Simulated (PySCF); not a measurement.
Species: C₂H₇ClGeO.
Structure used (PBE0-D3(BJ)/def2-SVP), in Å, numbered top down from 1:
```xyz
12
C2H7ClGeO angstrom
C     -1.7699    0.4771    0.0461
O     -1.2007   -0.7880    0.2284
Ge     0.4502   -1.1208   -0.3411
C      1.6126    0.3870    0.1493
Cl     1.4860    0.7376    1.8958
H     -1.2535    1.2563    0.6382
H     -1.7783    0.7988   -1.0146
H     -2.8173    0.4401    0.3856
H      0.4547   -1.2594   -1.8815
H      0.8652   -2.4100    0.3735
H      1.3289    1.2949   -0.4014
H      2.6632    0.1601   -0.0832
```

All values: CAM-B3LYP/def2-SVPD (PySCF, non-relativistic), on one gas-phase PBE0-D3(BJ)/def2-SVP geometry that isn't relaxed in the solvent. The solvent is an IEF-PCM continuum (cavity from Bondi-type radii × 1.2), and excitations are vertical TDDFT with non-equilibrium linear response and a frozen core. Specific hydrogen bonds and non-electrostatic terms are outside this model. Spin–orbit coupling is left out although an atom past zinc is present.

| run | E − E(gas) (kcal/mol) | HOMO (eV) | HOMO–LUMO gap (eV) | dipole (D) | lowest singlet (eV) | static polarisability (au) |
| --- | --- | --- | --- | --- | --- | --- |
| gas | 0.00 | -9.16 | 9.92 | 2.46 | 6.58 | 72.9 |
| P | -3.43 | -9.11 | 10.07 | 3.16 | 6.65 | 89.4 |
| Q | -4.91 | -9.12 | 10.09 | 3.52 | 6.68 | 97.0 |

Problem. The runs were made in chloroform and methanol. Which run belongs to which solvent?

Solution. P = chloroform, Q = methanol. The dielectric constants are 4.711 (chloroform), 32.61 (methanol), and the energy falls further as ε rises. The optical constants n² used for the excitations are 2.09, 1.77 in the same order. In this model the ground state sees the solvent through ε alone.

Problem. How constant is the ratio of the lowering to (ε − 1)/(2ε + 1)?

Solution. 
| solvent | (ε − 1)/(2ε + 1) | E − E(gas) (kcal/mol) | ratio (kcal/mol) | polarisation term (kcal/mol) |
| --- | --- | --- | --- | --- |
| chloroform | 0.356 | -3.43 | -9.6 | -3.96 |
| methanol | 0.477 | -4.91 | -10.3 | -6.05 |

The ratio changes by +6.8 % in size from chloroform to methanol. The polarisation term is half the interaction of the solute with the induced surface charges.
